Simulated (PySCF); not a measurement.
## Electronic absorption of 2,6-difluoropyridine

Species: 2,6-difluoropyridine, C₅H₃F₂N.
SMILES: `FC1=CC=CC(F)=N1`

Computed, not measured: TDDFT CAM-B3LYP/def2-SVPD, vertical, gas phase, core orbitals frozen in the response in PySCF. Geometry: PBE0-D3(BJ)/def2-SVP; no solvent, vibrations or thermal averaging.

```tsv
state	E (eV)	E (kJ/mol)	λ (nm)	f	symmetry	main configurations (H = HOMO, L = LUMO)
S1	5.46	527	227.1	0.074	B1 or B2	H→L (85%), H-1→L+1 (14%)
S2	6.19	597	200.2	0.0032	B1 or B2	H-2→L (98%)
S3	6.43	620	193.0	0.067	A1	H→L+1 (79%), H-1→L (19%)
S4	6.59	636	188.2	0.0000	–	H-2→L+1 (99%)
S5	7.37	711	168.3	0.0000	–	H→L+2 (92%)
S6	7.56	729	164.1	0.454	A1	H-1→L (77%), H→L+1 (18%)
S7	7.67	740	161.7	0.435	B1 or B2	H-1→L+1 (83%), H→L (13%)
S8	7.92	764	156.6	0.0000	–	H→L+3 (87%)
S9	8.20	792	151.1	0.040	B1 or B2	H→L+4 (87%), H-1→L+2 (9%)
S10	8.62	831	143.9	0.0062	B1 or B2	H-1→L+2 (67%), H→L+5 (19%), H→L+4 (10%)
```

Triplets, Tamm–Dancoff:

| state | E (eV) | λ (nm) | main configurations (H = HOMO, L = LUMO) |
| --- | --- | --- | --- |
| T1 | 4.28 | 289.9 | H→L+1 (81%), H-1→L (15%) |
| T2 | 4.36 | 284.3 | H→L (98%) |
| T3 | 5.19 | 238.8 | H-1→L (82%), H→L+1 (16%) |
| T4 | 5.55 | 223.3 | H-2→L (94%) |

The lowest singlet lies at 5.46 eV (227 nm, ultraviolet) and is of moderate strength; its leading configuration is HOMO→LUMO (85%). The most intense listed level is S6 at 7.56 eV (164 nm, f = 0.454), 2.10 eV above S1. Löwdin shares by element: HOMO carbon 72% or more (atoms not listed hold the other 28%); LUMO carbon 51% or more, nitrogen 19% (atoms not listed hold the other 30%). The listed states span 3.16 eV, and the widest gap between neighbours is 0.78 eV (S4 to S5). The oscillator strengths of these states sum to 1.080; summed over the whole spectrum of an exact calculation they would give the number of electrons, 58 (Thomas–Reiche–Kuhn). Orbital energies (eV): HOMO-3 -12.78, HOMO-2 -10.43, HOMO-1 -10.35, HOMO -9.01, LUMO -0.21, LUMO+1 0.33, LUMO+2 1.32. No computed singlet lies in the visible range (380 to 750 nm); the lowest, at 227 nm, stands 2.20 eV above its violet end (3.26 eV). The vertical ionisation energy (ΔSCF) is 9.87 eV, 1.25 eV above S10. Symmetry labels in C2v follow from the direction of the transition dipole and are given only for states with f of 0.002 or more; B1 and B2 swap with the choice of axes. The window holds the lowest 10 singlets.

On an Arm Neoverse N1 with one thread, no GPU, shared host, this took 2.0 min of wall time.
